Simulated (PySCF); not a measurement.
Calculated NMR data

Method: GFN2-xTB geometry, NMR shieldings at PBE0/pcSseg-1/GIAO, in PySCF (non-relativistic, no solvent model, a single conformation, equivalent nuclei averaged).

Shifts are taken against calculated references (same method and geometry level): TMS for 1H (σ = 31.72 ppm), 13C (σ = 186.93 ppm). Where no couplings were computed, multiplicities follow the n + 1 count of equivalent neighbours, and m marks all less simple cases (inequivalent or close neighbours, rings, F or P nearby). Shifts are as computed. Against solution values, carbons near 30 ppm lie about +3 ppm off and those near 130 ppm about +5 ppm. Of 1211 compounds with measured shifts, 218 miss one by over three times the rms of a fit or turn the order of signals round; such compounds aren't used in these exercises. OH and NH positions are gas-phase values without hydrogen bonding to other molecules.

Compound 1 (C₇H₁₅N). 1H NMR (600 MHz, computed): δ 2.61 (s, 3H), 2.17 (m, 1H), 1.82 (m, 2H), 1.78 (m, 2H), 1.70 (m, 1H), 1.26 (m, 2H), 1.13 (m, 1H), 1.05 (m, 2H), 0.14 (br s, 1H). 13C{1H} NMR (computed): δ 63.7, 36.9, 36.9, 30.3, 28.9. Structure: `C1CCCC(NC)C1`.

Compound 2 (C₆H₁₂O₂Si). 1H NMR (600 MHz, computed): δ 4.44 (m, 1H), 4.29 (m, 1H), 4.11 (m, 1H), 3.76 (m, 1H), 3.46 (s, 3H), 2.87 (m, 1H), 2.83 (m, 1H), 1.87 (s, 3H). 13C{1H} NMR (computed): δ 168.9, 89.2, 71.2, 62.4, 60.7, 24.3. Structure: `C=C(C)O[C@@H]1[SiH2][C@H]1OC`.
